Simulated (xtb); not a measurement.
Sn(H)(PH2)3 (H7P3Sn), SMILES [PH2][SnH]([PH2])[PH2]. All values are semi-empirical tight-binding results from xtb (GFN2-xTB unless named), good for trends rather than for accurate numbers. Coordinates come from a GFN2-xTB optimisation. The structure was generated by enumeration; whether it is a known compound was not checked. One conformer was computed; it need not be the lowest.

Optimised geometry:

Bond lengths (Å): Sn1–P2 2.544, Sn1–P3 2.539, Sn1–P4 2.544, Sn1–H5 1.727, P2–H6 1.385, P2–H7 1.381, P3–H8 1.386, P3–H9 1.381, P4–H10 1.382, P4–H11 1.386. Angles (°): P2–Sn1–P3 114.4, P2–Sn1–P4 117.2, P2–Sn1–H5 102.7, P3–Sn1–P4 113.5, P3–Sn1–H5 103.5, P4–Sn1–H5 103.1, Sn1–P2–H6 93.9, Sn1–P2–H7 94.2, H6–P2–H7 92.1, Sn1–P3–H8 93.4, Sn1–P3–H9 93.9, H8–P3–H9 92.0, Sn1–P4–H10 92.9, Sn1–P4–H11 93.6, H10–P4–H11 91.9.
Charge 0, spin multiplicity 1.

For metal compounds this method's bond lengths and energies can be far off.

The orbital gap is 2.41 eV and the zero-point energy comes out as 35.4 kcal/mol. The G − E(el) at 298.15 K (modified RRHO) comes out as 11.5 kcal/mol.

Computed atomic charges and the Wiberg bond orders between heavy atoms:
charges (e) Sn1 0.14, P2 -0.15, P3 -0.15, P4 -0.15, H5 -0.08, H6 0.06, H7 0.07, H8 0.06, H9 0.07, H10 0.07, H11 0.06. Bond orders Sn1–P2 0.69, Sn1–P3 0.70, Sn1–P4 0.69.
